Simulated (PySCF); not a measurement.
Molecule: SMILES F[SiH2]S[SiH3], FH5SSi2.

Bonds (- single, = double, # triple, : aromatic): F1-Si2, Si2-S3, S3-Si4. Si2 carries H5, H6; Si4 carries H7, H8, H9.

Frames of a GFN2-xTB Langevin trajectory at 600 K; GIAO PBE0/pcSseg-1 shieldings in PySCF 2.14.0 with density-fitted response routines, gas phase, non-relativistic; equivalent atoms averaged within each frame.

References, each an isolated molecule treated in the same way: CFCl3 for ¹⁹F (σref 170.95); TMS for ²⁹Si (σref 349.16) and ¹H (σref 31.72); CS2 for ³³S (σref 503.73). The references are static minima.

How do the shifts (ppm) fluctuate along the trajectory?

Results:


| time (fs) | F1 | Si2 | Si4 | S3 | H5/H6 | H7/H8/H9 |
| --- | --- | --- | --- | --- | --- | --- |
| 250 | -191.0 | 10.5 | -61.5 | -180 | 6.47 | 4.46 |
| 425 | -189.5 | 19.3 | -75.1 | -295 | 6.67 | 4.24 |
| 625 | -200.6 | 9.3 | -50.8 | -298 | 5.74 | 5.21 |
| 800 | -188.2 | 12.5 | -63.6 | -205 | 6.05 | 5.35 |
| 1000 | -191.1 | 5.2 | -58.3 | -265 | 6.91 | 5.05 |
| mean of frames | -192.1 | 11.4 | -61.9 | -249 | 6.37 | 4.86 |
| standard deviation | 4.9 | 5.2 | 8.8 | 53 | 0.47 | 0.48 |

5 frames give an uncertainty of the mean of about the standard deviation over 2.2 at best, since frames this close in time may not be independent; classical motion lacks zero-point vibration, and the reference would need the same averaging.
